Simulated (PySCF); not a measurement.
**Dipole response of W (tungsten, neutral)**

[Xe] 4f14 5d4 6s2, high-spin 5D determinant. Calculation: PySCF 2.14, in x2c-TZVPPall with one added diffuse shell each of s, p, d, f type (12s8p8d4f1g, 113 functions); the spin-free X2C one-electron Hamiltonian (Gaussian nucleus). Coupled (time-dependent) response in atomic units; α is the mean over directions.

| method | mean α (bohr³) | α xx, yy, zz | C₆ (like pair) | S(−4) |
| --- | --- | --- | --- | --- |
| PBE0 | 72.80 | 75.03, 75.03, 68.34 | 890.5 | 2132 |

S(−4) is the Cauchy moment in α(ω) = α(0) + S(−4) ω² + …

Reference α: 68 ± 15 bohr³ (recommended; Schwerdtfeger and Nagle, table of static dipole polarizabilities (2023 update)). Published C₆: 757.0 (Gould and Bucko (2016)).

Spin-orbit coupling is absent.

α(iu) at PBE0:

```tsv
u (hartree)	α(iu) (bohr³)
0	72.80
0.0500	68.00
0.100	57.64
0.200	38.21
0.300	26.26
0.500	14.92
0.750	9.155
1.00	6.385
1.50	3.746
2.00	2.502
3.00	1.354
5.00	0.5775
```

The components differ because the open shell of this determinant is not spherical; for a pure term their mean is the scalar polarisability.

Spin-orbit coupling, absent here, splits the open shell strongly.
